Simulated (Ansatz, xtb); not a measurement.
## CH4FO2Si: where a starting geometry ends

The starting geometry of this gas-phase doublet was built from a drawn formula by distance geometry and a force field; its bonds are those of `O[CH][OH+][SiH-]F`.

```xyz
9

C     0.9994    0.7954    0.1627
F     2.9056   -1.7633    1.8382
O     0.8646    1.7349    1.1333
O     1.0522   -0.5790    0.5617
Si    2.5565   -1.2459    0.3577
H     0.6867    2.5778    0.7828
H     0.5585    1.0222   -0.8199
H     0.8199   -0.7194    1.4820
H     2.4673   -2.4558   -0.4722
```

**Question.** Predict what becomes of its bonds when it is optimised with r2SCAN-D4/def2-SVP.

**Answer.** It rearranges to `OC(O)[SiH]F`. Contacts that open: O4–Si5 (1.66 → 2.66 Å). Contacts that close: C1–Si5 (2.57 → 1.94 Å).

The energy falls by 3.30 eV over 27 steps:

```tsv
step	E − E(last) (eV)
1	3.300
4	1.574
7	0.955
10	0.130
13	0.041
15	0.028
18	0.009
21	0.001
24	0.000
27	0.000
```

Final geometry (Å):

```xyz
9

C     1.0120    0.3166    0.2142
F     2.6570   -1.2626    1.8264
O     0.9078    1.4844    0.9911
O     0.0938   -0.6165    0.6941
Si    2.7304   -0.5868    0.3285
H     1.6996    2.0213    0.8504
H     0.7339    0.4926   -0.8463
H     0.3101   -0.7651    1.6300
H     2.7662   -1.7169   -0.6619
```

From the same start GFN2-xTB reaches the same bonding as this run.

The end wasn't checked by frequencies. Open shells are spin-unrestricted. Run with Ansatz 0.2.0, 2.1 min on 2 threads of Arm Neoverse V2 (shared host).
